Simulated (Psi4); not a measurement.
Psi4 input (wB97X-D/6-31G*):

```
memory 1500 MB

molecule {
-1 1
B    -0.66503886    0.05057511   -0.01894431
N     0.70388039    0.07004987    0.02414072
H    -1.37605239   -0.96558513   -0.07461875
H    -1.30721419    1.10293443   -0.00402462
H     1.08129813   -0.88057398    0.00437982
symmetry c1
no_reorient
no_com
}

set {
  basis 6-31G*
  reference rks
  scf_type pk
  dft_radial_points 99
  dft_spherical_points 590
  e_convergence 1e-8
  d_convergence 1e-7
  maxiter 150
}

e = energy('wb97x-d')
print_out(f'\nFINAL {e:.10f} DIPOLE {variable("CURRENT DIPOLE")[0]:.6f} {variable("CURRENT DIPOLE")[1]:.6f} {variable("CURRENT DIPOLE")[2]:.6f}\n')
```

**Question.** What final total energy does it give?

**Answer.** -81.36727 Eh.
